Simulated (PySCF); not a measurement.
Isomers of C4H11FO2Si, one GFN2-xTB conformer each. Single-point energies are computed at PBE0/pcSseg-1 (PySCF, gas phase, no added dispersion term), electronic only.

```tsv
SMILES	GFN2-xTB relative energy (kcal/mol)
CCCO[Si@@H](O)CF	0.0
C[C@H](CF)OCO[SiH3]	23.7
CO[C@@H](F)[C@H](C)O[SiH3]	18.4
CCO[C@@](F)([SiH3])OC	55.2
```

Conformers: `[CH3:1][CH2:2][CH2:3][O:4][Si@@H:5]([OH:6])[CH2:7][F:8]` with C1–C2–C3–O4 -179°, C2–C3–O4–Si5 -146°, C3–O4–Si5–O6 49°, O4–Si5–O6–H 165°, O4–Si5–C7–F8 -175°; `[CH3:1][C@H:2]([CH2:3][F:4])[O:5][CH2:6][O:7][SiH3:8]` with C1–C2–C3–F4 159°, C1–C2–O5–C6 -159°, C2–O5–C6–O7 64°, O5–C6–O7–Si8 -176°; `[CH3:1][O:2][C@@H:3]([F:4])[C@H:5]([CH3:6])[O:7][SiH3:8]` with C1–O2–C3–F4 71°, O2–C3–C5–C6 -175°, C3–C5–O7–Si8 -41°; `[CH3:1][CH2:2][O:3][C@@:4]([F:5])([SiH3:6])[O:7][CH3:8]` with C1–C2–O3–C4 -176°, C2–O3–C4–F5 -66°, O3–C4–O7–C8 51°.

Q: What does PBE0/pcSseg-1 give for the same structures?

A: 
| SMILES | PBE0/pcSseg-1 E (Eh) | PBE0/pcSseg-1 (kcal/mol) | GFN2-xTB (kcal/mol) | point group |
| --- | --- | --- | --- | --- |
| CCCO[Si@@H](O)CF | -698.27837 | 0.0 | 0.0 | C1 |
| CO[C@@H](F)[C@H](C)O[SiH3] | -698.21942 | 37.0 | 18.4 | C1 |
| C[C@H](CF)OCO[SiH3] | -698.20898 | 43.5 | 23.7 | C1 |
| CCO[C@@](F)([SiH3])OC | -698.18238 | 60.2 | 55.2 | C1 |

Both levels put the same isomer lowest; measured from each level's own lowest isomer, the values differ by up to 19.8 kcal/mol (C[C@H](CF)OCO[SiH3]: 23.7 against 43.5). As drawn, the lowest has an O–H bond and an Si–O bond, which the highest lacks.

Q: Which frontier levels, dipoles and rotational constants go with these structures?

A: 
```json
{"SMILES": "CCCO[Si@@H](O)CF", "HOMO (eV, PBE0/pcSseg-1)": "-7.95", "LUMO (eV)": "0.94", "dipole (D)": "1.38", "A, B, C (MHz)": "4344, 644.6, 604.1"}
{"SMILES": "CO[C@@H](F)[C@H](C)O[SiH3]", "HOMO (eV, PBE0/pcSseg-1)": "-8.07", "LUMO (eV)": "0.77", "dipole (D)": "1.74", "A, B, C (MHz)": "1918, 1555, 906.1"}
{"SMILES": "C[C@H](CF)OCO[SiH3]", "HOMO (eV, PBE0/pcSseg-1)": "-7.71", "LUMO (eV)": "0.39", "dipole (D)": "0.56", "A, B, C (MHz)": "2606, 874.5, 745.4"}
{"SMILES": "CCO[C@@](F)([SiH3])OC", "HOMO (eV, PBE0/pcSseg-1)": "-7.87", "LUMO (eV)": "0.75", "dipole (D)": "1.44", "A, B, C (MHz)": "1905, 1325, 975.6"}
```
